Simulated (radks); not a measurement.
Valence configurations of Ti (all share [Ar]). Calculated with a radial shooting solver on a logarithmic mesh with Libxc functionals: scalar-relativistic Kohn-Sham, LDA (Slater exchange, Perdew-Wang correlation), spin-polarised, spherical densities, point nucleus; open shells are filled with parallel spins first. Order these by energy: 3d2 4s1.5 4p0.5; 3d2 4s2; 3d3 4s1; 3d1 4s1 4p2; 3d1 4s2 4p1; 3d0.5 4s1.5 4p2; 3d2 4s1 4p1; 4s2 4p2; 3d1.5 4s2 4p0.5; 3d1.5 4s0.5 4p2.

Answer. From the lowest, in eV above it: 3d3 4s1 0.000; 3d2 4s2 0.146; 3d2 4s1.5 4p0.5 1.363; 3d1.5 4s2 4p0.5 2.248; 3d2 4s1 4p1 2.313; 3d1 4s2 4p1 5.285; 3d1.5 4s0.5 4p2 6.426; 3d1 4s1 4p2 7.789; 3d0.5 4s1.5 4p2 10.848; 4s2 4p2 14.583. NIST lists [Ar] 3d2 4s2 as the ground configuration; this level of theory puts 3d3 4s1 lower, by 0.146 eV. The energies are those of spherical high-spin densities, not of single terms.
